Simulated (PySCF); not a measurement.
PySCF input (M06-2X/def2-TZVPD):

```python
from pyscf import gto, scf, dft

mol = gto.M(
    atom='''
    B    -0.03188951    0.01045877    0.00329302
    F    -0.15479306    1.33081780   -0.04020477
    O    -1.15035843   -0.75305378    0.16840711
    O     1.19262591   -0.56038097   -0.11572564
    H     1.21444529   -1.52217602   -0.07607386
    ''',
    basis='def2-tzvpd',
    charge=0,
    spin=1,
    verbose=4,
)

mf = dft.UKS(mol, xc='m062x').density_fit(auxbasis='def2-universal-jkfit')
mf.grids.level = 4
mf.conv_tol = 1e-9
mf.max_cycle = 100
mf.max_memory = 1500
mf.kernel()
if not mf.converged:
    mf = mf.newton()
    mf.kernel(mf.make_rdm1())
for _ in range(2):
    mo, _, stable, _ = mf.stability(return_status=True)
    if stable:
        break
    mf.kernel(mf.make_rdm1(mo, mf.mo_occ))
mf.analyze()
```

End of the output:

```
Extra cycle  E= -275.852809699063  delta_E= -3.16e-10  |g|= 1.71e-05  |ddm|= 2.29e-05
converged SCF energy = -275.852809699063  <S^2> = 0.75347518  2S+1 = 2.0034722
uhf_internal: lowest eigs of H = [0.04192047 0.19169129 0.39928809]
<class 'pyscf.df.df_jk.DFUKS'> wavefunction is stable in the internal stability analysis
**** SCF Summaries ****
Total Energy =                        -275.852809699063016
Nuclear Repulsion Energy =             105.136436558339582
One-electron Energy =                 -588.809302377532731
Two-electron Energy =                  207.820056120130118
Two-electron Coulomb Energy =          239.870732676014313
DFT Exchange-Correlation Energy =      -32.050676555884181
HOMO-LUMO gap [eV] =                     8.044621033119761
**** MO energy ****
                             alpha | beta                alpha | beta
MO #1   energy= -25.2633366428142  | -25.2624823894306  occ= 1 | 1
MO #2   energy= -19.7181274861517  | -19.7026708958777  occ= 1 | 1
MO #3   energy= -19.6737370483471  | -19.6726904881735  occ= 1 | 1
MO #4   energy= -7.15892490851359  | -7.15943056188105  occ= 1 | 1
MO #5   energy= -1.37505910280937  | -1.37219475329165  occ= 1 | 1
MO #6   energy= -1.20011487713494  | -1.18643648246408  occ= 1 | 1
MO #7   energy= -1.16224670213035  | -1.09254628428339  occ= 1 | 1
MO #8   energy= -0.697886983841212 | -0.69582138863019  occ= 1 | 1
MO #9   energy= -0.646344888275546 | -0.631765372402807 occ= 1 | 1
MO #10  energy= -0.599126877573241 | -0.580466143370727 occ= 1 | 1
MO #11  energy= -0.583099983284143 | -0.574713079531523 occ= 1 | 1
MO #12  energy= -0.557965795633955 | -0.530068693741221 occ= 1 | 1
MO #13  energy= -0.513895759993013 | -0.482626741185731 occ= 1 | 1
MO #14  energy= -0.495474893109109 | -0.476130080872769 occ= 1 | 1
MO #15  energy= -0.479003620482691 | -0.4320396621345   occ= 1 | 1
MO #16  energy= -0.450926190219413 | -0.136405289552116 occ= 1 | 0
MO #17  energy= -0.00892854556103373 | -0.00956167883628467 occ= 0 | 0
MO #18  energy= 0.0320943325494454 | 0.0339819896992203 occ= 0 | 0
MO #19  energy= 0.0459910759339423 | 0.0449973526397387 occ= 0 | 0
MO #20  energy= 0.0524941089828422 | 0.0524997886383736 occ= 0 | 0
MO #21  energy= 0.0778398091101915 | 0.0778823925135084 occ= 0 | 0
MO #22  energy= 0.0814068244756729 | 0.082411091944055  occ= 0 | 0
MO #23  energy= 0.0916507644162528 | 0.0909139038105763 occ= 0 | 0
MO #24  energy= 0.0965763036510568 | 0.098625578509461  occ= 0 | 0
MO #25  energy= 0.102188117759595  | 0.100300076858276  occ= 0 | 0
MO #26  energy= 0.124058721932574  | 0.123058042883071  occ= 0 | 0
MO #27  energy= 0.130374838115887  | 0.130772656092671  occ= 0 | 0
MO #28  energy= 0.145223088734534  | 0.146545869653046  occ= 0 | 0
MO #29  energy= 0.16398110022531   | 0.160992946866744  occ= 0 | 0
MO #30  energy= 0.179948815833488  | 0.179286278844359  occ= 0 | 0
MO #31  energy= 0.197077182034794  | 0.195507893504792  occ= 0 | 0
MO #32  energy= 0.201230374197043  | 0.202212011968044  occ= 0 | 0
MO #33  energy= 0.205502010287832  | 0.204432614582991  occ= 0 | 0
MO #34  energy= 0.218571512677157  | 0.216026506060855  occ= 0 | 0
MO #35  energy= 0.249936431932371  | 0.24663688976388   occ= 0 | 0
MO #36  energy= 0.258374165791674  | 0.25967987098855   occ= 0 | 0
MO #37  energy= 0.279579189011385  | 0.277009794498041  occ= 0 | 0
MO #38  energy= 0.290654209384695  | 0.290135735484186  occ= 0 | 0
MO #39  energy= 0.294833651019827  | 0.295056729323527  occ= 0 | 0
MO #40  energy= 0.294995995139849  | 0.296268426432705  occ= 0 | 0
MO #41  energy= 0.311705570405548  | 0.312929366586675  occ= 0 | 0
MO #42  energy= 0.32577573546723   | 0.325455607031569  occ= 0 | 0
MO #43  energy= 0.370989076304592  | 0.37178092600711   occ= 0 | 0
MO #44  energy= 0.380450691121858  | 0.383297865933004  occ= 0 | 0
MO #45  energy= 0.432495251046433  | 0.439267105437345  occ= 0 | 0
MO #46  energy= 0.458450162515187  | 0.455997755860598  occ= 0 | 0
MO #47  energy= 0.463435486110975  | 0.461003605542825  occ= 0 | 0
MO #48  energy= 0.48896616461508   | 0.48599456688301   occ= 0 | 0
MO #49  energy= 0.50015748016787   | 0.490642134043449  occ= 0 | 0
MO #50  energy= 0.517092007498596  | 0.517098707701297  occ= 0 | 0
MO #51  energy= 0.528333941213063  | 0.528168376896566  occ= 0 | 0
MO #52  energy= 0.538352889955828  | 0.536541605216291  occ= 0 | 0
MO #53  energy= 0.543831882551194  | 0.544835525578646  occ= 0 | 0
MO #54  energy= 0.561846467956275  | 0.557000583492146  occ= 0 | 0
MO #55  energy= 0.586111765258218  | 0.593388638640765  occ= 0 | 0
MO #56  energy= 0.614217061941204  | 0.612472026012519  occ= 0 | 0
MO #57  energy= 0.640541697630099  | 0.641862912563353  occ= 0 | 0
MO #58  energy= 0.646403155426016  | 0.644277268778595  occ= 0 | 0
MO #59  energy= 0.659173465930602  | 0.658544333643267  occ= 0 | 0
MO #60  energy= 0.680154805817214  | 0.674773830338732  occ= 0 | 0
MO #61  energy= 0.697405475403387  | 0.696645831468163  occ= 0 | 0
MO #62  energy= 0.714505158580983  | 0.7122934587767    occ= 0 | 0
MO #63  energy= 0.722488352385015  | 0.724620917259154  occ= 0 | 0
MO #64  energy= 0.739488197288601  | 0.742688378831926  occ= 0 | 0
MO #65  energy= 0.800891816076738  | 0.802567763718581  occ= 0 | 0
MO #66  energy= 0.809751519152425  | 0.809454568484681  occ= 0 | 0
MO #67  energy= 0.812646234905912  | 0.814028233824451  occ= 0 | 0
MO #68  energy= 0.849685935814826  | 0.849576061223191  occ= 0 | 0
MO #69  energy= 0.869250943961513  | 0.873019991543625  occ= 0 | 0
MO #70  energy= 0.895159606611144  | 0.893818110631315  occ= 0 | 0
MO #71  energy= 0.949283200909332  | 0.949368710266654  occ= 0 | 0
MO #72  energy= 0.957494259370104  | 0.957411934780876  occ= 0 | 0
MO #73  energy= 1.05485586536776   | 1.05478460552721   occ= 0 | 0
MO #74  energy= 1.07555360119951   | 1.07362621350916   occ= 0 | 0
MO #75  energy= 1.08667546100637   | 1.08563290869545   occ= 0 | 0
MO #76  energy= 1.12417505934474   | 1.12471324508807   occ= 0 | 0
MO #77  energy= 1.18854491855095   | 1.18706598167007   occ= 0 | 0
MO #78  energy= 1.20269475837347   | 1.205555980066     occ= 0 | 0
MO #79  energy= 1.27346742331351   | 1.27865093686798   occ= 0 | 0
MO #80  energy= 1.2815046217045    | 1.28205527024105   occ= 0 | 0
MO #81  energy= 1.33535186516825   | 1.33485580478096   occ= 0 | 0
MO #82  energy= 1.38982300114666   | 1.38496463270123   occ= 0 | 0
MO #83  energy= 1.58996992394856   | 1.58976497195364   occ= 0 | 0
MO #84  energy= 1.60207730992973   | 1.60309531951674   occ= 0 | 0
MO #85  energy= 1.63880429743402   | 1.64959243596963   occ= 0 | 0
MO #86  energy= 1.70707962147388   | 1.71570228954011   occ= 0 | 0
MO #87  energy= 1.72478881575716   | 1.73972840084754   occ= 0 | 0
MO #88  energy= 1.80415608724925   | 1.81807932526078   occ= 0 | 0
MO #89  energy= 1.83552816250504   | 1.84733544680497   occ= 0 | 0
MO #90  energy= 1.87592354763483   | 1.87711663417807   occ= 0 | 0
MO #91  energy= 1.87637003046973   | 1.88733417935102   occ= 0 | 0
MO #92  energy= 1.9586495521979    | 1.96041004491688   occ= 0 | 0
MO #93  energy= 2.00092461874593   | 2.00116745242269   occ= 0 | 0
MO #94  energy= 2.0018692405596    | 2.00133616354254   occ= 0 | 0
MO #95  energy= 2.05041953654342   | 2.06347423102701   occ= 0 | 0
MO #96  energy= 2.1041867205962    | 2.10513972059762   occ= 0 | 0
MO #97  energy= 2.12586229148019   | 2.12663722072955   occ= 0 | 0
MO #98  energy= 2.2072746503681    | 2.21011471440227   occ= 0 | 0
MO #99  energy= 2.24794964290888   | 2.24996193023834   occ= 0 | 0
MO #100 energy= 2.32153047677991   | 2.32890579346663   occ= 0 | 0
MO #101 energy= 2.36592807355872   | 2.36947586550484   occ= 0 | 0
MO #102 energy= 2.36790109254459   | 2.37268060682497   occ= 0 | 0
MO #103 energy= 2.44887812009149   | 2.45217305999492   occ= 0 | 0
MO #104 energy= 2.49048753058565   | 2.4923970413906    occ= 0 | 0
[...]
```

It need not be the lowest isomer of its formula.
